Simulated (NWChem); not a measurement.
Species: C5H9O, doublet; SMILES O=C(C[CH]C)C

```xyz
15

C      0.3492    -2.3311    -0.2714
C     -0.6764    -1.2624    -0.1790
C     -0.6195    -0.1495     0.8117
C     -0.0868     1.1253     0.1490
C      1.4107     1.2308    -0.0047
O     -0.8364     1.9826    -0.2484
H     -0.0639    -3.2501    -0.7167
H      1.2109    -2.0456    -0.9108
H      0.7653    -2.5865     0.7174
H     -1.4180    -1.1724    -0.9797
H      0.0221    -0.4241     1.6661
H     -1.6269     0.0988     1.1832
H      1.6610     2.0920    -0.6370
H      1.8341     0.3093    -0.4324
H      1.8719     1.3635     0.9880
```
Atoms are numbered in this order, from 1.

All runs: NWChem. Pople sets run with spherical d functions. Spin-unrestricted. Structure relaxed at the PBE0/def2-SVP, spin-unrestricted level. Not confirmed as a minimum by frequencies. No stability test was run on the SCF state. Atomic charges in e: unrestrained fits to the electrostatic potential beside Mulliken populations; buried atoms are poorly determined by the fit.

Question: What does the run give for UHF/6-31G*? Quantities: ESP C1; Mulliken C1; ESP C2; Mulliken C2; ESP C3; Mulliken C3; ESP C4; Mulliken C4; ESP C5; Mulliken C5; relative RMS misfit of the potential (%).

Answer: 
```json
{
 "ESP C1": "-0.06",
 "Mulliken C1": "-0.52",
 "ESP C2": "-0.08",
 "Mulliken C2": "-0.15",
 "ESP C3": "-0.04",
 "Mulliken C3": "-0.44",
 "ESP C4": "0.67",
 "Mulliken C4": "0.55",
 "ESP C5": "-0.31",
 "Mulliken C5": "-0.59",
 "relative RMS misfit of the potential (%)": "23"
}
```
